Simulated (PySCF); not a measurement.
C5H3FOSi.
Cartesian coordinates in Å at the GFN2-xTB level; atoms count from 1:
```xyz
11
C5H3FOSi angstrom
O     -4.6045    0.1999   -0.1251
C     -3.6766   -0.5578   -0.0091
C     -2.3033   -0.1953   -0.0071
C     -1.1286    0.1160   -0.0059
C      0.1795    0.4553   -0.0029
C      1.3549    0.7634   -0.0021
Si     3.1226    1.2954   -0.0075
F      4.0091   -0.0332    0.1728
H     -3.8224   -1.6517    0.1123
H      3.4761    1.8360   -1.3096
H      3.3987    2.1185    1.1582
```

Method used: TDDFT CAM-B3LYP/def2-SVPD, vertical, gas phase, core orbitals frozen in the response (PySCF).

Transition dipole moments from the ground state, in atomic units and in the frame of the coordinates above (overall signs are arbitrary), for the states with f of 0.002 or more among the lowest 8:

| state | E (hartree) | μx | μy | μz |
| --- | --- | --- | --- | --- |
| S3 | 0.1566 | -0.787 | -0.122 | -0.010 |
| S5 | 0.2274 | -1.546 | -0.400 | -0.003 |
| S7 | 0.2325 | 2.390 | 0.452 | 0.023 |
| S8 | 0.2561 | -1.637 | -0.545 | 0.010 |

(1) Work out the oscillator strengths.

(2) What is the point group, and which symmetry does each of these states have?

(3) What angle do the transition dipoles of S3 and S5 make?

(4) What peak molar absorption coefficient would the strongest computed level give as a lone Gaussian band 0.4 eV wide at half height?

Results:

(1) f = (2/3) ΔE |μ|² with ΔE in hartree (27.2114 eV).

```csv
state,|μ|² (au),|μ| (D),f
S3,0.634,2.02,0.066
S5,2.550,4.06,0.387
S7,5.916,6.18,0.917
S8,2.978,4.39,0.509
```

(2) Cs. The ground state is totally symmetric, so the direction of μ fixes the label. Polarised in the mirror plane, so A′: S3, S5, S7 and S8.

(3) |cos θ| = |μa·μb| / (|μa| |μb|) = 1.00, so θ ≈ 6° (taken between 0 and 90°, since the signs are arbitrary).

(4) ε(max) = 2.175×10⁸ f / FWHM, with the width in cm⁻¹. S7: 2.175×10⁸ × 0.9169 / 3226 ≈ 62000 L mol⁻¹ cm⁻¹.

Hardware: one thread, Arm Neoverse V1 (aarch64), shared host with 32 logical CPUs at a one-minute load of 31. Cost: 48 s of wall time (grids of density and orbitals included), 0.87 GiB resident at most.
